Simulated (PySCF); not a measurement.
Mercury: a sound run and one with changed settings

Sound run: Hg²⁺ [Xe] 4f14 5d10, Hg³⁺ [Xe] 4f14 5d9. Calculation: PySCF 2.14, in def2-SVP with the def2 core potential (60 electrons) (6s3p2d1f, 32 functions); a scalar-relativistic core potential. In the sound run the correlated levels freeze 5s2 5p6 outside the core potential. The sound run starts from symmetry-adapted Hartree-Fock orbitals and uses a fine grid where one is needed.

Changed run: initial guess 1e, at most 50 SCF cycles.

| species | method | sound run (hartree) | changed run (hartree) | converged |
| --- | --- | --- | --- | --- |
| Hg²⁺ | UHF | -151.60704 | -151.60704 | yes |
| Hg²⁺ | PBE | -152.46292 | -152.46292 | yes |
| Hg²⁺ | TPSS | -152.39986 | -152.39986 | yes |
| Hg²⁺ | MP2 | -151.80358 | -151.80358 | yes |
| Hg³⁺ | UHF | -150.36836 | -150.36836 | yes |
| Hg³⁺ | PBE | -151.16400 | -151.15934 | no |
| Hg³⁺ | TPSS | -151.11101 | -151.11177 | yes |
| Hg³⁺ | MP2 | -150.51651 | -150.51651 | yes |

Ionisation energy of Hg²⁺:

| method | sound run (eV) | changed run (eV) |
| --- | --- | --- |
| UHF | 33.706 | 33.706 |
| TPSS | 35.071 | 35.051 |
| MP2 | 35.023 | 35.023 |
| SCS-MP2 | 34.882 | 34.882 |

Where the changed run lies lower, it found another determinant of the same configuration, with other orbitals of the open shell filled.

For comparison, NIST gives 34.49 ± 0.05 eV between the lowest levels.
